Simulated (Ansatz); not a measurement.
**Worked example: a bond strength in C2H4AlFO (SMILES C=C[O][AlH][F])**

The species is C2H4AlFO (9 atoms), meant as a singlet with charge 0. As SMILES, `C=C[O][AlH][F]`. Geometry: optimised at PBE0/def2-SVP. This is one conformer, not always the lowest.

```xyz
9

C    -1.5598   -0.3520    1.1267
C    -0.7678   -0.3379    0.0536
O     0.4572    0.2084    0.0412
Al    1.8226    0.5213   -0.9108
F     3.0637    1.3173   -0.1553
H    -1.2379    0.0932    2.0709
H    -2.5458   -0.8142    1.0669
H    -1.0974   -0.7882   -0.8945
H     1.9538    0.1056   -2.4161
```

Wanted: the dissociation energy of the Al4–O3 bond into doublet AlHF and doublet C2H3O (shapes relaxed at PBE0/def2-SVP, no zero-point term). 1 Eh = 2625.50 kJ/mol = 27.2114 eV. Totals in Eh; open shells run unrestricted unless said.

| level | program | C2H4AlFO | doublet AlHF | doublet C2H3O |
| --- | --- | --- | --- | --- |
| B3LYP/def2-SVP | Ansatz | -495.957520 | -342.751756 | -153.058142 |
| PBE0-D4/def2-SVP | Ansatz | -495.549517 | -342.517767 | -152.882478 |
| wB97M-V/def2-SVP | Ansatz | -495.829636 | -342.680723 | -152.988011 |

Question: Work out the dissociation energy at each level.

Answer: 
1. B3LYP/def2-SVP: (-342.751756) + (-153.058142) − (-495.957520) = 0.147622 Eh = 387.6 kJ/mol = 4.02 eV.
2. PBE0-D4/def2-SVP: (-342.517767) + (-152.882478) − (-495.549517) = 0.149272 Eh = 391.9 kJ/mol = 4.06 eV.
3. wB97M-V/def2-SVP: (-342.680723) + (-152.988011) − (-495.829636) = 0.160902 Eh = 422.4 kJ/mol = 4.38 eV.

The levels span 388 to 422 kJ/mol; no measured value is set beside them. A bond enthalpy at 298 K also holds the loss of zero-point energy and thermal terms.
